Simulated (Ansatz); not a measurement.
`[SiH3]P` + `CBN` → `CB(N)P` + SiH₄  (formal exchange of groups at a P–Si bond)

Gas-phase electronic energies from Ansatz, PBE0-D4/def2-TZVP geometries. CCSD(T)/CBS is the MP2 limit (def2-TZVPP, def2-QZVPP) plus CCSD(T) − MP2 in def2-TZVPP, frozen cores. This one scheme is used for every species. Functionals use def2-TZVPP. B3LYP here is the variant with VWN-RPA as its local correlation; programs differ in this. HSE06 is defined as in plane-wave codes. Each species was taken in one conformer, which may not be the lowest.

```tsv
level	ΔE (kJ/mol)	difference from CCSD(T)/CBS
LDA (SPW92)	6.4	-1.0
r2SCAN-D4	8.0	0.6
B97M-V	8.0	0.6
B3LYP-D4	7.5	0.1
BHLYP-D4	8.0	0.6
CAM-B3LYP-D4	6.5	-0.9
B3LYP	11.3	3.9
r2SCAN0	9.5	2.1
HSE06	11.5	4.1
LC-ωPBE	9.0	1.6
CCSD/def2-SVP	-1.0	-8.4
SCS-MP2/def2-TZVPP	5.5	-1.9
CCSD/def2-TZVPP	6.8	-0.6
MP2/def2-QZVPP	5.9	-1.5
MP2/CBS(def2)	6.5	-0.9
CCSD/CBS(def2)	8.3	0.9
CCSD(T)/CBS	7.4	0
```

Largest T1 diagnostic among the species: 0.013.

The D4 term adds −3.8 kJ/mol with B3LYP and −2.2 kJ/mol with PBE0; it sums over pairs of atoms, weighted by their polarisabilities, and B3LYP, whose exchange is more repulsive, gets the larger term. At CCSD(T), def2-SVP lies −9.6 kJ/mol from the extrapolated value and def2-TZVPP −1.5 kJ/mol. In def2-TZVPP, CCSD(T) changes the Hartree–Fock value by −4.0 kJ/mol (the triples alone add −1.0 kJ/mol) and MP2 by −4.9 kJ/mol.
